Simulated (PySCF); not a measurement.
Working with the constants of BeGa⁺

RHF-CCSD(T) constants of BeGa⁺, ¹Σ⁺ (singlet), closed shell (PySCF, scalar-relativistic core potentials, basis sets Be cc-pVDZ, Ga cc-pVDZ-PP with ECP10; masses 9.0122 and 68.9256 u):

| Quantity | Value |
| --- | --- |
| ωe | 213.9 cm⁻¹ |
| ωexe | 2.92 cm⁻¹ |
| Be | 0.2576 cm⁻¹ |
| αe | 0.00434 cm⁻¹ |
| D (centrifugal) | 1.49e-06 cm⁻¹ |
| De to Be + Ga⁺ | 0.473 eV |

Q: Estimate the standard entropy (1 bar) and heat capacity of the ideal gas at 298.15 K, rigid rotor with B0 and harmonic oscillator at the fundamental.

A: Translation (Sackur–Tetrode, M = 77.94 u): 163.2 J/(mol K). Rotation: q = kT/(σB0) = 811 with σ = 1, 64.0. Vibration: x = hcν0/kT = 1.00, 8.62. S° = 235.8 J/(mol K); Cp = 7R/2 + 7.65 = 36.8 J/(mol K).

Correlated steps freeze 4 core orbitals. Correlated levels converge slowly with the basis: in double zeta they bind strong bonds too weakly, by up to about 1 eV, and carry superposition errors of some tenths. For an ion De counts to the pair picked by the measured ionisation energies or electron affinities, which need not be the lowest pair at this level.
